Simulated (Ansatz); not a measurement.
`B[SiH2]N=C` from Hartree–Fock to CCSD(T)

```xyz
10

B     0.897   -0.630   -1.774
Si    0.494   -0.545    0.189
N    -0.081    1.027    0.688
C    -1.200    1.237    1.220
H     1.301   -1.657   -2.237
H     0.759    0.298   -2.513
H     1.756   -0.805    0.939
H    -0.485   -1.626    0.550
H    -1.501    2.254    1.498
H    -1.938    0.448    1.441
```

Total charge 0; spin multiplicity 1. The geometry is a stationary point of PBE0-D4/def2-TZVP. It is one conformer, not always the lowest. Frozen core, restricted reference, the Gaussian-basis code of Ansatz. CBS rows extrapolate triple and quadruple zeta; past MP2 they add the triple-zeta difference.

```tsv
basis	HF (Eh)	MP2 corr.	CCSD corr.	(T)	CCSD(T) total
def2-SVP	-409.19531	-0.47012	-0.52436	-0.01666	-409.73633
def2-TZVPP	-409.43958	-0.57947	-0.62748	?	?
def2-QZVPP	?	-0.61903	–	–	–
CBS(def2)	?	?	-0.69633	as TZ	?
```

Question: Fill in the withheld values. (An estimate is asked.)

Answer: Computed: def2-TZVPP (T): -0.02567; def2-TZVPP CCSD(T) total: -410.09273; def2-QZVPP HF (Eh): -409.45436; CBS(def2) HF (Eh): -409.45639; CBS(def2) MP2 corr.: -0.64833; CBS(def2) CCSD(T) total: -410.17839.
